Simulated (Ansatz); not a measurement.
Frontier orbitals of CH₇NSSi₂, SMILES `S[SiH]1C[SiH2]N1`.

```xyz
12

S     0.6262    2.6361    0.8526
Si   -0.5280    0.8778    0.4874
C    -0.3955    0.0589   -1.2038
Si    0.2041   -1.4674   -0.2788
N     0.0579   -0.5783    1.2048
H     1.7848    2.0892    0.4455
H    -1.8860    1.3126    0.9069
H     0.3326    0.5173   -1.8731
H    -1.3427   -0.0533   -1.7325
H    -0.6861   -2.6570   -0.3768
H     1.5897   -1.9151   -0.5941
H     0.2429   -0.8208    2.1620
```

Total charge 0; spin multiplicity 1. The structure was optimised at the PBE0-D4/def2-TZVP level. It is one conformer, not always the lowest. Basis def2-TZVPP, Ansatz.

Orbital energies of one run (eV). Highest occupied ones, from the top: -8.62, -9.02, -9.66, -10.86, -11.30, -11.40, -11.68, -12.39, -13.51, -14.13, -16.22, -16.67, -21.07, -22.08. Empty: 0.86, 1.42, 1.89, 2.29, 2.58, 2.74.

**Question.** Which functional gave them?
A. ωB97X-V
B. B3LYP
C. HSE06 (plane-wave form)
D. CAM-B3LYP

**Answer.** D. HOMO energies: CAM-B3LYP -8.62, HSE06 -6.92, B3LYP -7.07, ωB97X-V -9.65 eV.

B3LYP here is the variant with VWN-RPA as its local correlation; programs differ in this.
